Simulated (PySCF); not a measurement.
Two-dimensional NMR puzzle

Compound of formula C7H10O2Si. Correlations simulated from computed shifts and the bond graph:

HSQC (one-bond C–H):
| δH | δC |
| --- | --- |
| 3.80 | 54.3 |
| 2.19 | 6.3 |
| 1.55 | 11.8 |

COSY cross peaks (H two or three bonds apart, from the bond graph; peaks can be absent where the dihedral angle is near 90°):
| δH | δH |
| --- | --- |
| 4.88 | 1.55 |

HMBC (two and three bonds, from the bond graph):
| δH | δC |
| --- | --- |
| 4.88 | 54.3, 18.8, 11.8 |
| 2.19 | 105.8, 72.3 |
| 1.55 | 219.2, 72.3, 18.8 |

Carbons without hydrogens: δ 219.2, 105.8, 72.3, 18.8.

[PySCF: GFN2-xTB structure; NMR shieldings at PBE0/pcSseg-1/GIAO; gas phase; one conformer; non-relativistic; one averaged value for each set of equivalent atoms]

Scale: ¹H, ¹³C against TMS (reference shieldings calculated alike).

Exchangeable hydrogens are left out of these lists.

**Question.** Assemble the structure.

**Answer.** SMILES C(=C(C#CC)C[SiH2]OC)=O.

Atoms are numbered as in `[CH3:1][C:2]#[C:3][C:4](=[C:5]=[O:6])[CH2:7][SiH2:8][O:9][CH3:10]`; H(Xn) means a hydrogen on atom n.

1. δC 219.2 is C5, a central carbon of a ketene.
2. δC 105.8 is C2, an alkyne carbon.
3. δC 72.3 is C3, an alkyne carbon.
4. δC 54.3 is C10, a methyl carbon bonded to O (δH 3.80).
5. δC 18.8 is C4, a terminal carbon of a ketene.
6. δC 11.8 is C7, an allylic sp3 CH2 bonded to Si (δH 1.55).
7. δC 6.3 is C1, a propargylic methyl carbon (δH 2.19).
8. HMBC from δH 4.88 reaches the proton-free carbon C4.
9. HMBC from δH 2.19 reaches the proton-free carbons C2, C3.
10. HMBC from δH 1.55 reaches the proton-free carbons C5, C3, C4.
11. COSY links 4.88–1.55.

This is the structure that produced the data.

Shifts are as computed. Against solution values, carbons near 30 ppm lie about +3 ppm off and those near 130 ppm about +5 ppm. Of 1309 compounds with measured shifts, 239 miss one by over three times the rms of a fit or turn the order of signals round; such compounds aren't used in these exercises.
